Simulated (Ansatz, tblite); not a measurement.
Cost and result up the ladder for BiMe2Cl (C₂H₆BiCl) (10 atoms). Total charge 0; singlet. Geometry: B3LYP-D4/def2-SVP.

Cartesian coordinates in Å:
```
Bi -1.180 0.639 0.464
C 0.753 -0.019 1.501
H 1.552 0.700 1.266
H 1.009 -1.015 1.116
H 0.594 -0.065 2.588
C -0.248 0.390 -1.612
H -1.033 0.475 -2.376
H 0.214 -0.606 -1.656
H 0.513 1.171 -1.764
Cl -2.173 -1.670 0.474
```

Ansatz on 4 threads of Arm Neoverse V1 on a shared host; xTB runs through tblite on one thread. Times are rough, summed over both states, and most runs start from the orbitals of an earlier one. PBE0-D4/def2-TZVP serves as the yardstick here, not as an exact answer. The other state is a triplet.

In the def2 sets Bi takes a core potential; there is no spin–orbit coupling. The xTB rows come from tblite.

xTB has no spin-polarisation term.

```tsv
level	functions	wall time	vertical triplet (eV)	difference from PBE0-D4/def2-TZVP (eV)
GFN2-xTB	27	0.008 s	5.39	1.58
GFN1-xTB	33	0.009 s	5.43	1.63
PBE-D4/def2-TZVP	185	4.8 s	3.66	-0.14
PBE0-D4/def2-TZVP	185	9.7 s	3.81	0.00
r2SCAN-D4/def2-TZVP (with forces)	185	13 s	3.74	-0.07
```
